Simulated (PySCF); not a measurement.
Level of theory: PySCF, PBE0, basis S def2-SVP, O def2-SVP, I def2-SVP with ECP28 (scalar-relativistic core potentials, no spin–orbit coupling, density fitting). Open shells, if any, are unrestricted.

Task: What shape and geometry does isolated singlet SO₂I₂ take (every ligand bound to S)?

Result: Counting electrons, sulfur keeps none of its valence electrons outside its bonds, so the VSEPR class is AX4 and the expected shape is tetrahedral; with unlike ligands the computed point group is C2v. The lowest minimum found is a singlet of C2v symmetry with S–I 2.497 Å (×2), S–O 1.446 Å (×2); I–S–I 102.8°, I–S–O 107.4° (×4), O–S–O 122.6°. Its harmonic wavenumbers are 82 (a1), 197 (a2), 215 (a1), 217 (b1), 238 (b2), 481 (b1), 508 (a1), 1178 (a1), 1416 (b2) cm⁻¹ and its dipole moment is 2.32 D.

Only a few start shapes were tried, so a lower isomer may exist.
